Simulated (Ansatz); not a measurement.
Geometry optimisation, Ansatz 0.2.0, RKS B3LYP/6-31G*.

The input (input.yaml):

```yaml
crystal:
  periodic: [false, false, false]
  atoms:
    - { symbol: B, position_ang: [0.087981, 0.409737, -0.386643] }
    - { symbol: F, position_ang: [-0.088222, 0.050419, 2.103279] }
    - { symbol: O, position_ang: [1.321469, -0.082879, -0.627711] }
    - { symbol: H, position_ang: [1.284097, -0.974202, -1.013001] }
    - { symbol: F, position_ang: [-1.008509, -0.256185, -0.749563] }
    - { symbol: H, position_ang: [0.000337, 1.507753, 0.068671] }
    - { symbol: H, position_ang: [0.121147, 0.918956, 1.834267] }
basis:
  gaussian: { orbitals: "6-31G*" }
hamiltonian:
  xc: b3lyp
relax:
  f_tol: 0.03
  max_steps: 50
```

Command:

```bash
$ ansatz run input.yaml --threads 1 --pin off --max-ram 2048MiB --backend cpu --events-out ev --progress --plain --runs-dir out
```

Question: Where does it end, and by what steps?

Answer: The run converged. After 22 steps the energy has fallen by 0.158 eV; H7 moved furthest, 0.94 Å.

| step | energy less start (eV) | largest force component (eV/Å) | accepted |
| --- | --- | --- | --- |
| 0 | 0.0000 | 0.292 | yes |
| 1 | -0.0248 | 0.705 | yes |
| 2 | -0.0191 | 1.033 | no |
| 3 | -0.0322 | 0.087 | yes |
| 4 | -0.0312 | 0.639 | no |
| 5 | -0.0346 | 0.044 | yes |
| 6 | -0.0364 | 0.092 | yes |
| 7 | -0.0377 | 0.363 | yes |
| 8 | -0.0386 | 0.625 | yes |
| 9 | -0.0510 | 0.213 | yes |
| 10 | -0.0684 | 0.281 | yes |
| 11 | -0.0800 | 0.247 | yes |
| 12 | -0.0354 | 2.365 | no |
| 13 | -0.0959 | 0.186 | yes |
| 14 | -0.1125 | 0.305 | yes |
| 15 | -0.1235 | 1.089 | yes |
| 16 | -0.1499 | 0.191 | yes |
| 17 | -0.1484 | 0.513 | no |
| 18 | -0.1561 | 0.175 | yes |
| 19 | -0.1571 | 0.066 | yes |
| 20 | -0.1578 | 0.069 | yes |
| 21 | -0.1580 | 0.039 | yes |
| 22 | -0.1581 | 0.006 | yes |

```xyz
7
Properties=species:S:1:pos:R:3
B -0.075 0.549 -0.558
F -0.031 0.199 2.228
O 1.142 0.059 -0.171
H 1.230 -0.886 -0.382
F -0.947 -0.263 -1.147
H -0.317 1.699 -0.397
H 0.717 0.216 1.656
```

Run time: 46 s on 1 thread of Arm Neoverse V1, with other jobs on the host, peak memory 0.13 GiB.
